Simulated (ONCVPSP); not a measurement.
**Plane-wave convergence, ONCV potential for Ge (Z = 32)**

* Element: germanium
* Generator: ONCVPSP 4.0.1
* Type: optimised norm-conserving Vanderbilt (ONCV)
* Functional: PBE
* Relativity: scalar-relativistic
* Frozen core: [Ar]
* Valence charge: 14
* Reference configuration: 3d10 4s2 4p1 (charge +1)
* Partial waves: 4s: rc 1.45 bohr, ncon 4, nbas 8, qcut 5.2 1/bohr, 1 projector; 4p: rc 2.20 bohr, ncon 5, nbas 8, qcut 4.1 1/bohr, 2 projectors, debl 1.6 Ha; 3d: rc 1.25 bohr, ncon 5, nbas 10, qcut 13.5 1/bohr, 2 projectors, debl 1.1 Ha
* Local potential: polynomial inside 1.05 bohr (lpopt 4, dvloc0 0 Ha)
* Core correction: Teter function, fcfact 2.25, rcfact 1.15

In the d channel the program set the typed energies aside and used -1.408, 0.250 Ha.

**Question.** For each optimised wave give the share of its norm inside rc, the residual kinetic energy above qcut (Ha) and the cutoffs (Ha) for errors of 10, 1, 0.1 and 0.01 mHa per electron.

**Answer.**

```tsv
wave	norm inside rc	residual KE	10 mHa	1 mHa	0.1 mHa	0.01 mHa
4s	0.217	2.8e-04	6.1	9.0	63.5	86.1
4p	0.410	4.0e-04	2.1	6.9	18.3	36.5
p projector 2	0.119	1.2e-03	4.1	8.8	18.3	34.6
3d	0.902	8.1e-06	65.0	75.2	83.1	90.6
d projector 2	0.049	3.6e-06	55.4	69.0	79.5	87.8
```

The occupied waves need 75 Ha and 83 Ha for 1 and 0.1 mHa. Note: ghosts flagged at negative energy: s at -13.7 eV; no localised positive-energy state flagged. A true bound ghost makes a file unfit for plane-wave use. 1 of 4 tests not solved or not reliable.
